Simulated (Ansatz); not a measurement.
Geometry optimisation, RKS PBE/def2-SVP in Ansatz 0.2.0.

Input file:

```yaml
crystal:
  periodic: [false, false, false]
  atoms:
    - { symbol: Zn, position_ang: [-0.899874, -0.17688, -0.521318] }
    - { symbol: Cl, position_ang: [0.069105, -0.113809, 2.778563] }
    - { symbol: O, position_ang: [0.3617, -0.018152, -1.768526] }
    - { symbol: H, position_ang: [0.619788, -0.869924, -2.165622] }
    - { symbol: H, position_ang: [-2.090844, -0.189142, 0.486725] }
    - { symbol: H, position_ang: [-1.037275, -0.135693, 2.016478] }
basis:
  gaussian: { orbitals: def2-SVP }
hamiltonian:
  xc: pbe
relax:
  f_tol: 0.03
  max_steps: 50
output:
  orbitals: {}
```

Run as:

```bash
$ ansatz run input.yaml --threads 1 --pin off --max-ram 2048MiB --backend cpu --events-out ev --progress --plain --runs-dir out
```

Task: Where does it end, and by what steps?

Result: The forces met the threshold. The force dipped under the threshold on the way, but the program's further checks kept it going. After 13 steps the energy has fallen by 0.068 eV; H4 moved furthest, 0.84 Å.

```
step  energy less start (eV)  largest force component (eV/Å)  accepted
   0                  0.0000                           0.668       yes
   1                 -0.0011                           0.150       yes
   2                 -0.0187                           0.229       yes
   3                 -0.0213                           0.404       yes
   4                 -0.0311                           0.219       yes
   5                 -0.0322                           0.207       yes
   6                 -0.0333                           0.538       yes
   7                 -0.0100                           1.105        no
   8                 -0.0492                           0.087       yes
   9                 -0.0574                           0.077       yes
  10                 -0.0602                           0.101       yes
  11                 -0.0677                           0.011       yes
  12                  0.1097                           2.937        no
  13                 -0.0680                           0.030       yes
```

```xyz
6
Properties=species:S:1:pos:R:3
Zn -1.101 -0.157 -0.501
Cl 0.312 -0.340 2.179
O 0.092 -0.332 -1.816
H 0.979 -0.546 -1.475
H -2.289 0.026 0.459
H -0.970 -0.155 1.982
```

Whether the end is a true minimum wasn't checked by a vibrational analysis.

Time of the run: 33 s on 1 thread of Arm Neoverse V1, with other jobs on the host, peak memory 0.15 GiB.
